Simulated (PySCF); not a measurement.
Core-level binding energies of `C[O][GeH]1[CH2]C[CH2]1`

Species: C₄H₁₀GeO.
Geometry (PBE0-D3(BJ)/def2-SVP, Å), atoms numbered from 1 in this order:
```
atom  x, y, z in Å
C1     2.8259   -0.2120   -0.4658
O2     1.5295    0.2381   -0.7248
Ge3    0.2956    0.3365    0.5599
C4    -1.3694    1.1980   -0.0184
C5    -2.1377   -0.0146    0.5691
C6    -1.0441   -1.1109    0.6495
H7     3.2767    0.2663    0.4265
H8     2.8736   -1.3081   -0.3153
H9     3.4657    0.0315   -1.3298
H10    1.0154    0.7800    1.8567
H11   -1.3916    1.2109   -1.1196
H12   -1.6614    2.1907    0.3504
H13   -3.0272   -0.3072   -0.0138
H14   -2.4938    0.2286    1.5835
H15   -0.9881   -1.7085   -0.2742
H16   -1.1016   -1.7951    1.5074
```

Computed with PySCF, delta-SCF UKS SCAN, pcX-2 on the ionised atom, pcseg-1 elsewhere, spin-free X2C. Binding energies are ΔSCF values: E(core-ionised, relaxed orbitals) − E(ground state) at a fixed geometry, referred to the vacuum level.

Q: Give the core binding energies atom by atom.

A: 
```tsv
atom(s)	environment	level	binding energy (eV)	above the level's lowest (eV)	count
O2	oxygen bonded to C and Ge	O 1s	537.20	0.00	1
C1	methoxy carbon	C 1s	291.97	+2.04	1
C5	four-membered-ring carbon	C 1s	290.62	+0.69	1
C4/C6	sp3 carbon bound to germanium	C 1s	289.93	0.00	2
```

The listed C 1s values span 2.04 eV, from C4/C6 (bonded to C, 2 H and Ge) to C1 (bonded to O and 3 H). Summing the Pauling electronegativity differences to the bonded atoms, each weighted by its formal bond order, gives -1.24 for the lowest site and -0.16 for the highest; no listed site has a larger sum than the highest.

Q: What is the C 1s shift of C5 against C1?

A: 290.62 − 291.97 = -1.35 eV, or -130 kJ/mol.

Topologically equivalent atoms share the value of their first member; where this conformer doesn't relate them by symmetry, their own values could differ. No level of germanium is listed. Geometry: PBE0-D3(BJ)/def2-SVP, one conformer, isolated molecule.
